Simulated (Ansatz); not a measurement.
`FB(F)Cl` + NH₃ → `NB(F)Cl` + H–F  (ligand exchange at a B–F bond)

Gas-phase electronic energies from Ansatz, PBE0-D4/def2-TZVP geometries. CBS: MP2 limit from def2 TZ/QZ plus the TZ coupled-cluster correction, frozen cores. This one scheme is used for every species. Functionals use def2-TZVPP. HSE06 is defined as in plane-wave codes. Each species was taken in one conformer, which may not be the lowest.

| level | ΔE (kJ/mol) |
| --- | --- |
| HSE06-D4 | 15.4 |
| HF/def2-SVP | 27.5 |

(1) What does CCSD(T)/CBS give? (An estimate is asked.)

Largest T1 diagnostic among the species: 0.012.

Answers

(1) Ansatz gave: +16.2 kJ/mol. The listed levels differ from it by -0.8, 11.3 kJ/mol.

The D4 term adds −3.9 kJ/mol with B3LYP and −2.0 kJ/mol with PBE0; it sums over pairs of atoms, weighted by their polarisabilities, and B3LYP, whose exchange is more repulsive, gets the larger term. At CCSD(T), def2-SVP lies +12.1 kJ/mol from the extrapolated value and def2-TZVPP +4.4 kJ/mol. Leaving LDA and LC-ωPBE aside and taking each functional with its dispersion term where it has one, the values, not all of them listed here, spread over 14.6 kJ/mol, from PBE0-D4 to B97M-V. LDA lies −7.5 kJ/mol from PBE without D4.

B3LYP here is the variant with VWN-RPA as its local correlation; programs differ in this.
